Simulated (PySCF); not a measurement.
**ECD: `C[C@H]1[C@H](O)C[Si@@]1(C)F`, C$_{5}$H$_{11}$FOSi**

Geometry:
```json
{"atom": "C1", "x (Å)": "-0.939", "y (Å)": "1.822", "z (Å)": "-0.788"}
{"atom": "C2", "x (Å)": "-0.480", "y (Å)": "0.779", "z (Å)": "0.218"}
{"atom": "C3", "x (Å)": "-1.376", "y (Å)": "-0.479", "z (Å)": "0.304"}
{"atom": "O4", "x (Å)": "-2.182", "y (Å)": "-0.440", "z (Å)": "1.455"}
{"atom": "C5", "x (Å)": "-0.296", "y (Å)": "-1.593", "z (Å)": "0.309"}
{"atom": "Si6", "x (Å)": "1.043", "y (Å)": "-0.321", "z (Å)": "-0.150"}
{"atom": "C7", "x (Å)": "2.709", "y (Å)": "-0.180", "z (Å)": "0.724"}
{"atom": "F8", "x (Å)": "1.355", "y (Å)": "-0.373", "z (Å)": "-1.749"}
{"atom": "H9", "x (Å)": "-0.270", "y (Å)": "2.680", "z (Å)": "-0.779"}
{"atom": "H10", "x (Å)": "-0.946", "y (Å)": "1.408", "z (Å)": "-1.794"}
{"atom": "H11", "x (Å)": "-1.944", "y (Å)": "2.163", "z (Å)": "-0.546"}
{"atom": "H12", "x (Å)": "-0.453", "y (Å)": "1.231", "z (Å)": "1.211"}
{"atom": "H13", "x (Å)": "-2.001", "y (Å)": "-0.560", "z (Å)": "-0.596"}
{"atom": "H14", "x (Å)": "-2.698", "y (Å)": "-1.251", "z (Å)": "1.503"}
{"atom": "H15", "x (Å)": "-0.504", "y (Å)": "-2.408", "z (Å)": "-0.379"}
{"atom": "H16", "x (Å)": "-0.193", "y (Å)": "-2.013", "z (Å)": "1.308"}
{"atom": "H17", "x (Å)": "3.327", "y (Å)": "-1.043", "z (Å)": "0.498"}
{"atom": "H18", "x (Å)": "3.241", "y (Å)": "0.703", "z (Å)": "0.386"}
{"atom": "H19", "x (Å)": "2.599", "y (Å)": "-0.117", "z (Å)": "1.800"}
```

The calculation used PySCF, TDDFT PBE0/def2-SVPD circular dichroism and optical rotation, one conformer, gas phase. Geometry: GFN2-xTB.

The molecule is flexible and this is one conformer; a measurement averages over conformers. States above about 7.6 eV (minus the energy of the highest occupied orbital) lie near or above the ionisation threshold and depend on the basis.

Q: What are the CIP labels of the stereocentres?

A: C2 S, C3 R, Si6 R.

Q: Which excitations and rotatory strengths does the calculation give?

A: Rotatory strengths R in 10⁻⁴⁰ esu² cm², velocity form and length form (origin at the centre of mass); f in length form.
| state | E (eV) | λ (nm) | f | R (velocity) | R (length) | main |
| --- | --- | --- | --- | --- | --- | --- |
| 1 | 6.74 | 184 | 0.018 | 0.0 | -1.5 | HOMO→LUMO+1 0.45, HOMO→LUMO 0.30 |
| 2 | 6.94 | 179 | 0.003 | -6.2 | -6.6 | HOMO−1→LUMO+1 0.36, HOMO−1→LUMO 0.27 |
| 3 | 7.07 | 175 | 0.016 | -19.2 | -17.6 | HOMO−1→LUMO 0.40, HOMO−1→LUMO+1 0.31 |
| 4 | 7.09 | 175 | 0.010 | +14.7 | +14.4 | HOMO→LUMO+1 0.32, HOMO→LUMO 0.27 |
| 5 | 7.46 | 166 | 0.068 | -18.4 | -18.2 | HOMO→LUMO+2 0.75, HOMO→LUMO 0.10 |
| 6 | 7.47 | 166 | 0.007 | +21.8 | +21.2 | HOMO−1→LUMO+2 0.70, HOMO−1→LUMO+1 0.14 |
| 7 | 7.65 | 162 | 0.0007 | -7.4 | -4.1 | HOMO→LUMO+3 0.86 |
| 8 | 7.76 | 160 | 0.059 | +31.6 | +30.5 | HOMO−1→LUMO+3 0.83 |
| 9 | 7.87 | 158 | 0.026 | +10.4 | +10.1 | HOMO−2→LUMO+1 0.61, HOMO−2→LUMO 0.20 |
| 10 | 7.92 | 156 | 0.002 | -7.2 | -7.3 | HOMO−2→LUMO 0.54, HOMO−2→LUMO+1 0.20 |
| 11 | 7.98 | 155 | 0.034 | -23.0 | -22.0 | HOMO→LUMO+4 0.66, HOMO−2→LUMO 0.14 |
| 12 | 8.07 | 154 | 0.002 | -5.0 | -4.8 | HOMO−1→LUMO+4 0.61, HOMO→LUMO+4 0.15 |
| 13 | 8.14 | 152 | 0.046 | -42.7 | -42.6 | HOMO→LUMO+5 0.74, HOMO−1→LUMO+4 0.11 |
| 14 | 8.17 | 152 | 0.003 | +9.1 | +7.5 | HOMO−1→LUMO+5 0.76, HOMO−1→LUMO+4 0.09 |
| 15 | 8.38 | 148 | 0.016 | +13.9 | +13.1 | HOMO−2→LUMO+2 0.78 |
| 16 | 8.50 | 146 | 0.035 | +17.7 | +16.7 | HOMO→LUMO+6 0.75 |

For state 1 the two forms differ in sign, so the sign of R isn't settled.

Among the states computed, the strongest CD band (largest |R|) is state 13. The largest dissymmetry factor in size, g = 4R/(D+G), with D and G the electric and magnetic dipole strengths, is -0.15 for state 7 (velocity form, f = 0.0006), among bands with |R| over 0.5. The mirror image has the same energies and oscillator strengths and all R with the opposite sign.
